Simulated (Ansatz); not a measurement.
Stepwise reaction of `N[Si](O)(Cl)Cl` with hydrogen fluoride, as a gas-phase model of exchange steps in deposition or etching. ΔE in kJ/mol.

Calculated with Ansatz (gas phase, PBE0-D4/def2-TZVP geometries, no zero-point term in ΔE). CCSD(T)/CBS adds triple-zeta CCSD(T) − MP2 to the extrapolated MP2 energy (def2 sets, frozen cores). This one scheme is used for every species. Functionals use def2-TZVPP. B3LYP here is the variant with VWN-RPA as its local correlation; programs differ in this. Each species was taken in one conformer, which may not be the lowest.

| step | reaction | PBE-D4 | B3LYP-D4 | ωB97M-V | CCSD(T)/CBS |
| --- | --- | --- | --- | --- | --- |
| 1 | `N[Si](O)(Cl)Cl` + H–F → `N[Si](O)(F)Cl` + HCl | -44.0 | -54.3 | -53.4 | -51.2 |

Q: Give the row of step 2, `N[Si](O)(F)Cl` + H–F → `N[Si](O)(F)F` + HCl. (Estimate.)

A: The calculation gave: 
```
step                                      reaction  PBE-D4  B3LYP-D4  ωB97M-V  CCSD(T)/CBS
   2  `N[Si](O)(F)Cl` + H–F → `N[Si](O)(F)F` + HCl   -44.0     -54.4    -53.0        -52.2
```

Q: By hand: ΔE of the 2 steps together at CCSD(T)/CBS.

A: (-51.2) + (-52.2) = -103.4 kJ/mol, or -51.7 kJ/mol a step.

In ΔE the steps differ by no more than 1.0 kJ/mol. All are downhill at CCSD(T)/CBS. PBE-D4 differs from CCSD(T)/CBS by 7.2 to 8.2 kJ/mol a step. Isolated molecules leave out the surface, adducts and barriers. Largest T1 diagnostic: 0.011.
